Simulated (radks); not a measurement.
Tm4+, configuration [Kr] 4d10 4f11 5s2 5p5.5 6p0.5 (fractional occupations, a model configuration). Calculated with a radial shooting solver on a logarithmic mesh with Libxc functionals: scalar-relativistic Kohn-Sham, exchange-only B88, spin-unpolarised, spherical densities, point nucleus. Some entries of the table are withheld. Estimate them.

| orbital | occ. | eigenvalue (hartree) | r(max) (bohr) | <r> (bohr) |
|---|---|---|---|---|
| 1s | 2 | -2181.295 | 0.01261 | 0.02001 |
| 2s | 2 | (1) | 0.07188 | 0.08487 |
| 2p | 6 | -326.7510 | 0.05854 | (2) |
| 3s | 2 | -84.81528 | 0.2032 | 0.2210 |
| 3p | 6 | -71.78071 | 0.2002 | 0.2203 |
| 3d | 10 | -55.69197 | 0.1633 | 0.1999 |
| 4s | 2 | -18.43263 | 0.4639 | 0.4968 |
| 4p | 6 | -14.13934 | 0.4850 | 0.5269 |
| 4d | 10 | -8.43874 | 0.4999 | 0.5677 |
| 5s | 2 | -3.80489 | 1.068 | 1.177 |
| 5p | 5.5 | -2.73485 | 1.203 | 1.353 |
| 4f | 11 | -2.17088 | 0.4880 | 0.7088 |
| 5d | 0 | (3) | 1.555 | 1.832 |
| 6s | 0 | -1.28341 | 2.498 | 2.678 |
| 6p | 0.5 | -1.01432 | 2.936 | 3.130 |

Answer. 
(1) 2s eigenvalue (hartree): -369.8096
(2) 2p <r> (bohr): 0.07541
(3) 5d eigenvalue (hartree): -1.45896
